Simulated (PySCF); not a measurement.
# Partial charges of `CN(C)[Si@@H]1CCC[Si@@H]1N`

Species: C5H16N2Si2.
Numbering: `[CH3:1][N:2]([CH3:3])[Si@@H:4]1[CH2:5][CH2:6][CH2:7][Si@@H:8]1[NH2:9]` (hydrogens: H10, H11, H12 on C1; H13, H14, H15 on C3; H16 on Si4; H17, H18 on C5; H19, H20 on C6; H21, H22 on C7; H23 on Si8; H24, H25 on N9)

Structure used (PBE0-D3(BJ)/def2-SVP), in Å, numbered top down from 1:
```
atom  x, y, z in Å
C1     2.390   -0.479   -1.429
N2     1.579   -0.053   -0.317
C3     2.259    0.834    0.592
Si4    0.269   -1.075    0.235
C5    -0.943   -1.474   -1.178
C6    -2.367   -1.485   -0.597
C7    -2.687   -0.194    0.170
Si8   -1.338    0.117    1.476
N9    -1.094    1.817    1.774
H10    2.759    0.391   -2.005
H11    1.806   -1.105   -2.121
H12    3.281   -1.066   -1.120
H13    2.651    1.718    0.053
H14    3.122    0.363    1.109
H15    1.562    1.200    1.362
H16    0.750   -2.371    0.843
H17   -0.853   -0.664   -1.925
H18   -0.717   -2.418   -1.696
H19   -3.107   -1.652   -1.398
H20   -2.474   -2.349    0.085
H21   -2.672    0.668   -0.523
H22   -3.695   -0.218    0.614
H23   -1.691   -0.486    2.799
H24   -0.762    2.115    2.684
H25   -0.687    2.393    1.044
```

Density: PBE0/pcSseg-1 (PySCF); schemes: Mulliken, IAO, Hirshfeld and ESP-fitted. The structure is a single PBE0-D3(BJ)/def2-SVP conformer in the gas phase; no vibrational or solvent corrections.

Task: Atoms with like bonding are taken together and averaged. Do the Mulliken, IAO, Hirshfeld and ESP-fitted schemes agree on where the charge is highest?

Result: The schemes don't all agree: Mulliken Si4 (+0.622); IAO Si8 (+0.737); Hirshfeld Si8 (+0.300); ESP-fitted Si8 (+0.540).

Task: At which atom do the 4 schemes differ most?

Result: At N9: from -1.012 (ESP-fitted) to -0.314 e (Hirshfeld), 0.698 e apart.

Task: Tabulate the Mulliken, IAO, Hirshfeld and ESP-fitted charges.

Result: In e; atoms taken as equivalent share a row and are averaged (×n: the atom named and its like, n in all):

| atom | environment | Mulliken | IAO | Hirshfeld | ESP-fitted |
| --- | --- | --- | --- | --- | --- |
| C1/C3 | N-methyl carbon | -0.086 | -0.289 | -0.071 | -0.271 |
| N2 | silicon-bound nitrogen | -0.800 | -0.491 | -0.178 | -0.119 |
| Si4 | SiH silicon | +0.622 | +0.661 | +0.273 | +0.180 |
| C5 | sp3 carbon bound to silicon | -0.533 | -0.536 | -0.164 | -0.181 |
| C6 | ring CH2 carbon | -0.257 | -0.235 | -0.066 | -0.079 |
| C7 | sp3 carbon bound to silicon | -0.519 | -0.541 | -0.162 | -0.307 |
| Si8 | SiH silicon | +0.601 | +0.737 | +0.300 | +0.540 |
| N9 | silicon-bound nitrogen | -0.643 | -0.827 | -0.314 | -1.012 |
| H10 (×6) | methyl hydrogen | +0.105 | +0.125 | +0.034 | +0.094 |
| H16 | Si–H hydrogen | -0.086 | -0.153 | -0.104 | -0.118 |
| H17 | methylene hydrogen | +0.139 | +0.136 | +0.033 | +0.055 |
| H18 | methylene hydrogen | +0.143 | +0.141 | +0.034 | +0.071 |
| H19 | methylene hydrogen | +0.129 | +0.135 | +0.035 | +0.040 |
| H20 | methylene hydrogen | +0.128 | +0.123 | +0.034 | +0.053 |
| H21 | methylene hydrogen | +0.138 | +0.137 | +0.036 | +0.117 |
| H22 | methylene hydrogen | +0.146 | +0.146 | +0.039 | +0.088 |
| H23 | Si–H hydrogen | -0.067 | -0.123 | -0.087 | -0.124 |
| H24/H25 | N–H hydrogen | +0.199 | +0.260 | +0.116 | +0.387 |

Mean size of the charges over all atoms: IAO 0.279 e, Mulliken 0.246 e, ESP-fitted 0.199 e, Hirshfeld 0.097 e. Each set sums to the total charge, 0, to within 0.001 e. The Mulliken scheme gives each basis function's population to the atom it is centred on and halves the overlap population of two atoms between them. The IAO scheme counts the electrons in orthogonalised intrinsic atomic orbitals, a minimal basis polarised so that it spans the occupied orbitals exactly.

Some averages cover members that differ in this geometry: H10 (×6), ESP-fitted +0.057 to +0.112; H10 (×6), IAO +0.110 to +0.138; H10 (×6), Mulliken +0.095 to +0.123; H24/H25, ESP-fitted +0.373 to +0.401 e.

Task: Sum the charges by element.

Result: 
```tsv
element	atoms	Mulliken	IAO	Hirshfeld	ESP-fitted
C	5	-1.480	-1.890	-0.534	-1.109
N	2	-1.443	-1.318	-0.491	-1.131
Si	2	+1.223	+1.398	+0.572	+0.720
H	16	+1.699	+1.810	+0.453	+1.520
```

Task: How closely do the schemes follow one another over all atoms?

Result: Correlation coefficient and root-mean-square difference: IAO with Hirshfeld 0.98, 0.225 e; Mulliken with IAO 0.96, 0.100 e; Mulliken with Hirshfeld 0.94, 0.211 e; Hirshfeld with ESP-fitted 0.88, 0.184 e; IAO with ESP-fitted 0.88, 0.170 e; Mulliken with ESP-fitted 0.76, 0.217 e.
